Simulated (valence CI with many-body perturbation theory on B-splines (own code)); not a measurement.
**Forbidden lines of Nd XI**

Calculated by relativistic CI+MBPT: four valence electrons over a frozen Dirac-Fock core [Kr] 4d10, a basis of 8 s, 8 p, 9 d, 9 f, 6 g, 3 h, 2 i functions for each j, with the one-electron correlation potential Σ1, the two-electron term Σ2, the three-electron term Σ3, Breit, model QED; selected CI, second order for the rest, scaled by the run's own slope (own B-spline code, finite nucleus).

No measured levels were compared; by estimate terms of the open shell hold to a few per cent of their energy, and close levels can change places; configurations with another count of f electrons can be misplaced by thousands of cm⁻¹. Core correlation moves these levels by up to 55000 cm⁻¹, and in measured spectra 5 to 20 % of such shifts remained as error; rates that hang on mixing are uncertain with them. Among the levels kept, up to 280 cm⁻¹ of a level comes from second order outside the variational space, and about a tenth of that is noise between levels of different J, which matters for small intervals.

Lines 1 to 50 of 117 in falling wavelength, among levels below 175840 cm⁻¹, chosen from the decays that carry over 1 % of a level's rate. Wavelengths and rates use the calculated energies, so an error of 2000 cm⁻¹ moves a line at 2932 nm by 59 % and its rate by three times that or more. Electric multipoles are in the length gauge, E1 and E2 with the static RPA response of the core. S is in atomic units (e²a₀⁴ for E2 and M2, e²a₀⁶ for E3), for M1 in squared Bohr magnetons. Weak lines are less certain than strong ones. Lines between different terms over intervals too small for the method are left out, as are lines whose strength nearly cancels. Intervals below about 2000 cm⁻¹, as at the head of this list, are uncertain by tens of per cent. The highest levels of a list are the least certain.

Names give the largest LS component (configuration and term), which can be under half, so a name can repeat, a term be missing and a line seem to break the LS rules; names also repeat where a configuration has a term twice.

| λ vac (nm) | Upper | Lower | Type | A (s⁻¹) | S (a.u.) |
| --- | --- | --- | --- | --- | --- |
| 5366 | 4f2 5s2 3F_3 | 4f2 5s2 3F_2 | M1 | 1.57e-01 | 6.28e+00 |
| 5170 | 4f2 5s2 3P_2 | 4f2 5s2 3P_1 | M1 | 8.98e-02 | 2.30e+00 |
| 4881 | 4f 5s2 5p 3F_3 | 4f 5s2 5p 3F_2 | M1 | 1.20e-01 | 3.63e+00 |
| 3250 | 4f2 5s2 3H_5 | 4f2 5s2 3H_4 | M1 | 7.47e-01 | 1.05e+01 |
| 3168 | 4f2 5s2 3H_6 | 4f2 5s2 3H_5 | M1 | 7.08e-01 | 1.08e+01 |
| 2932 | 4f2 5s2 1G_4 | 4f2 5s2 3F_4 | M1 | 2.59e-01 | 2.18e+00 |
| 2702 | 4f 5s2 5p 3F_2 | 4f 5s2 5p 3G_3 | M1 | 5.10e-02 | 1.86e-01 |
| 2537 | 4f2 5s2 3P_0 | 4f2 5s2 3P_1 | M1 | 1.49e+00 | 9.01e-01 |
| 2286 | 4f2 5s2 1G_4 | 4f2 5s2 3F_3 | M1 | 5.60e-01 | 2.23e+00 |
| 1813 | 4f2 5s2 3F_3 | 4f 5s2 5p 3F_3 | M1 | 9.87e-03 | 1.53e-02 |
| 1794 | 4f 5s2 5p 3G_4 | 4f2 5s2 3H_4 | M1 | 8.01e-02 | 1.54e-01 |
| 1776 | 4f2 5s2 3P_1 | 5s2 5p2 3P_0 | M1 | 1.75e+00 | 1.09e+00 |
| 1754 | 4f2 5s2 3F_2 | 4f 5s2 5p 3F_2 | M1 | 4.66e-02 | 4.66e-02 |
| 1739 | 4f 5s2 5p 3F_3 | 4f 5s2 5p 3G_3 | M1 | 1.05e-01 | 1.43e-01 |
| 1426 | 4f2 5s2 3P_1 | 4f2 5s2 1D_2 | M1 | 6.23e-01 | 2.01e-01 |
| 1363 | 4f 5s2 5p 3G_4 | 4f 5s2 5p 3G_3 | M1 | 3.81e+00 | 3.23e+00 |
| 1353 | 4f2 5s2 3F_4 | 4f2 5s2 3H_5 | M1 | 1.41e-01 | 1.16e-01 |
| 1322 | 4f2 5s2 3F_3 | 4f 5s2 5p 3F_2 | M1 | 1.45e-01 | 8.70e-02 |
| 1204 | 4f2 5s2 1G_4 | 4f 5s2 5p 3G_4 | M1 | 1.00e+00 | 5.83e-01 |
| 1118 | 4f2 5s2 3P_2 | 4f2 5s2 1D_2 | M1 | 2.17e+00 | 5.62e-01 |
| 1052 | 4f2 5s2 3F_3 | 4f2 5s2 3H_4 | M1 | 2.04e-02 | 6.16e-03 |
| 1011 | 4f2 5s2 1G_4 | 4f 5s2 5p 3F_3 | M1 | 7.21e-01 | 2.49e-01 |
| 955.2 | 4f2 5s2 3F_4 | 4f2 5s2 3H_4 | M1 | 3.97e-01 | 1.15e-01 |
| 925.7 | 4f2 5s2 1G_4 | 4f2 5s2 3H_5 | M1 | 5.57e-01 | 1.47e-01 |
| 887.6 | 4f2 5s2 3F_3 | 4f 5s2 5p 3G_3 | M1 | 2.52e-01 | 4.58e-02 |
| 817.7 | 4f2 5s2 3F_4 | 4f 5s2 5p 3G_3 | M1 | 3.11e+00 | 5.67e-01 |
| 794.6 | 5s2 5p2 3P_2 | 5s2 5p2 3P_1 | M1 | 1.42e+01 | 1.32e+00 |
| 720.5 | 4f2 5s2 1G_4 | 4f2 5s2 3H_4 | M1 | 3.95e-01 | 4.92e-02 |
| 678.7 | 4f2 5s2 1D_2 | 4f2 5s2 3F_3 | M1 | 2.37e+00 | 1.37e-01 |
| 639.4 | 4f2 5s2 1G_4 | 4f 5s2 5p 3G_3 | M1 | 6.22e-01 | 5.43e-02 |
| 602.5 | 4f2 5s2 1D_2 | 4f2 5s2 3F_2 | M1 | 1.75e+00 | 7.09e-02 |
| 556.3 | 5s2 5p2 3P_0 | 4f2 5s2 3F_2 | E2 | 1.21e-02 | 5.75e-02 |
| 514.3 | 4f3 5s 5I°_8 | 4f2 5s 5p 5H°_7 | M1 | 1.17e+00 | 1.00e-01 |
| 493.8 | 4f2 5s2 1D_2 | 4f 5s2 5p 3F_3 | M1 | 5.73e-01 | 1.28e-02 |
| 459.9 | 4f2 5s2 3P_1 | 4f2 5s2 3F_3 | E2 | 8.65e-02 | 4.77e-01 |
| 448.5 | 4f2 5s2 1D_2 | 4f 5s2 5p 3F_2 | M1 | 5.37e-01 | 8.97e-03 |
| 440.2 | 4f2 5s2 3P_2 | 4f2 5s2 3F_4 | E2 | 4.31e-02 | 3.18e-01 |
| 435.1 | 5s2 5p2 3P_2 | 4f 5s2 5p 1D_2 | M1 | 5.40e+00 | 8.25e-02 |
| 423.6 | 4f2 5s2 3P_1 | 4f2 5s2 3F_2 | M1 | 7.64e-02 | 6.45e-04 |
| 423.6 | 4f2 5s2 3P_1 | 4f2 5s2 3F_2 | E2 | 4.03e-02 | 1.47e-01 |
| 422.3 | 5s2 5p2 3P_0 | 4f 5s2 5p 3F_2 | E2 | 8.38e-02 | 1.01e-01 |
| 422.3 | 4f2 5s2 3P_2 | 4f2 5s2 3F_3 | M1 | 2.98e-01 | 4.16e-03 |
| 406.5 | 4f2 5s2 1I_6 | 4f2 5s2 3H_6 | M1 | 1.43e+00 | 4.62e-02 |
| 395.9 | 4f2 5s2 1I_6 | 4f 5s2 5p 3G_4 | E2 | 5.07e-02 | 5.72e-01 |
| 384.6 | 4f2 5s2 1D_2 | 4f 5s2 5p 3G_3 | M1 | 6.55e-02 | 6.91e-04 |
| 366.8 | 4f2 5s2 3P_1 | 4f 5s2 5p 3F_3 | E2 | 5.93e-02 | 1.05e-01 |
| 363.0 | 4f2 5s2 3P_0 | 4f2 5s2 3F_2 | E2 | 4.46e-01 | 2.51e-01 |
| 360.3 | 4f2 5s2 1I_6 | 4f2 5s2 3H_5 | M1 | 1.47e+00 | 3.31e-02 |
| 354.8 | 5s2 5p2 3P_2 | 4f 5s2 5p 3D_1 | M1 | 4.76e+00 | 3.94e-02 |
| 342.5 | 4f2 5s2 3P_2 | 4f 5s2 5p 3F_3 | M1 | 3.01e-01 | 2.25e-03 |
